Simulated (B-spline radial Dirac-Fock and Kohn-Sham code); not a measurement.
These are calculated numbers from a radial atomic solver; the model is the Dirac equation of a negative muon with reduced mass in the field of a spherical finite nucleus, with the Uehling potential to all orders; nuclear polarisation, deformation, hyperfine structure, self-energy, higher-order vacuum polarisation, relativistic recoil and electron screening are left out. The nuclear charge is a Fermi distribution (skin thickness 2.3 fm).

Task: A muonic atom of atomic mass 31.97 u emits these computed lines: 2p3/2 → 1s1/2 516.5 keV, 3d5/2 → 2p3/2 100.2 keV, 4f7/2 → 3d5/2 34.97 keV, 5g9/2 → 4f7/2 16.17 keV. Which element is it, and what rms charge radius was used?

Result: Sulfur (Z = 16, nuclide ³²S); the high transitions hardly feel the nucleus and fix Z. The 2p → 1s line lies 24.00 keV below the value for a point nucleus without QED, which for this nuclear model gives a radius near 3.26 fm (3.2611 fm was used).
